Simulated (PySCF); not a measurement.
# Partial charges of `C=Cc1nn(C)nc1C#N`

Compound: C₆H₆N₄.
Geometry (GFN2-xTB, Å), atoms numbered from 1 in this order:
```
atom  x, y, z in Å
C1    -2.1474   -1.9398    0.0252
C2    -1.9443   -0.6278    0.0161
C3    -0.6331   -0.0285    0.0015
N4     0.5228   -0.6898   -0.0047
N5     1.4516    0.2340   -0.0230
C6     2.8463   -0.0830   -0.0119
N7     1.0198    1.4649   -0.0280
C8    -0.3094    1.3565   -0.0132
C9    -1.2009    2.4373   -0.0145
N10   -1.9781    3.2803   -0.0132
H11   -1.3195   -2.6280    0.0232
H12   -3.1389   -2.3570    0.0358
H13   -2.7654    0.0769    0.0183
H14    3.3892    0.7215   -0.5044
H15    2.9961   -1.0261   -0.5341
H16    3.2036   -0.1824    1.0155
```

Density: PBE0/pcSseg-1 (PySCF); schemes: Mulliken, IAO, Hirshfeld and ESP-fitted. Isolated species at its GFN2-xTB geometry (one conformer only).

Q: Give the atomic charges in each scheme.

A: In e:

```tsv
atom	environment	Mulliken	IAO	Hirshfeld	ESP-fitted
C1	terminal =CH2 carbon	-0.079	-0.280	-0.076	-0.175
C2	alkene CH carbon	-0.194	-0.161	-0.050	-0.395
C3	substituted aromatic carbon	+0.137	+0.080	+0.031	+0.399
N4	pyridine-type nitrogen	-0.246	-0.239	-0.115	-0.530
N5	pyrrole-type nitrogen	-0.236	+0.182	+0.115	+0.676
C6	N-methyl carbon	+0.001	-0.315	-0.048	-0.482
N7	pyridine-type nitrogen	-0.228	-0.209	-0.112	-0.480
C8	substituted aromatic carbon	+0.163	-0.004	+0.021	+0.022
C9	nitrile carbon	+0.114	+0.140	+0.078	+0.393
N10	nitrile nitrogen	-0.233	-0.222	-0.203	-0.444
H11	vinylic hydrogen	+0.131	+0.164	+0.049	+0.138
H12	vinylic hydrogen	+0.126	+0.162	+0.057	+0.143
H13	vinylic hydrogen	+0.119	+0.165	+0.054	+0.200
H14	methyl hydrogen	+0.142	+0.182	+0.068	+0.178
H15	methyl hydrogen	+0.140	+0.181	+0.067	+0.177
H16	methyl hydrogen	+0.144	+0.171	+0.065	+0.178
```

Mean size of the charges over all atoms: ESP-fitted 0.313 e, IAO 0.179 e, Mulliken 0.152 e, Hirshfeld 0.076 e. Each set sums to the total charge, 0, to within 0.001 e. The ESP scheme is a least-squares fit of atom-centred charges to the potential on four shells outside the van der Waals surface, with the total charge fixed.

Lowest charge. The schemes don't all agree: Mulliken N4 (-0.246); IAO C6 (-0.315); Hirshfeld N10 (-0.203); ESP-fitted N4 (-0.530).

Highest charge. The schemes don't all agree: Mulliken C8 (+0.163); IAO N5 and H14 (+0.182); Hirshfeld N5 (+0.115); ESP-fitted N5 (+0.676).

Q: How many electrons does the ESP-fitted scheme count on C1?

A: Z − q = 6 − (-0.175) = 6.175.

Q: Sum the charges by element.

A: 
| element | atoms | Mulliken | IAO | Hirshfeld | ESP-fitted |
| --- | --- | --- | --- | --- | --- |
| C | 6 | +0.142 | -0.538 | -0.045 | -0.236 |
| N | 4 | -0.944 | -0.488 | -0.315 | -0.778 |
| H | 6 | +0.802 | +1.026 | +0.360 | +1.014 |

These values come from a run that also computed NMR shieldings. Cost: about 90 s of CPU time on one thread; the machine was shared, so the figure is rough.
